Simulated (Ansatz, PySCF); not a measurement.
Complex: CH5N (SMILES CN) (first 7 atoms) with CH2O2 (SMILES O=CO); geometry from B3LYP-D3(BJ)/def2-TZVP, rigid monomers moved along the line of their centres of mass till N2···H12 is 1.52 Å.
(charge 0, multiplicity 1):
```xyz
12

C     -0.28243     0.21700     0.09659
N      0.80153    -0.51392     0.77010
H      0.03996     1.24075    -0.09344
H     -1.14173     0.24602     0.76498
H     -0.59080    -0.23331    -0.85142
H      1.62336    -0.58020     0.18076
H      0.50019    -1.45765     0.98962
O     -0.96249    -0.80561     3.15893
C     -0.16234    -0.06754     3.68452
O      0.91072     0.44848     3.11259
H     -0.24888     0.26275     4.73060
H      0.96592     0.11306     2.14856
```

Monomers are frozen at their geometry in the pair; levels with a basis set take the counterpoise correction.

Frozen-core correlation. Rows in 6-31G* carry no dispersion term and start afresh at each structure (6-31G* with six Cartesian d functions).

Codes used: Ansatz (a first-principles code); PySCF for 6-31G* rows, the dispersion terms. Values without a source in brackets are computed.

### Question
What interaction energy does CCSD(T)/aug-cc-pVDZ give?

### Answer
-11.0 kcal/mol

### Question
What is the computed interaction energy (B3LYP-D4/def2-TZVPPD)?

### Answer
-14.0 kcal/mol

### Question
Estimate the interaction energy that HF/6-31G* returns for this input.

### Answer
-8.4 kcal/mol
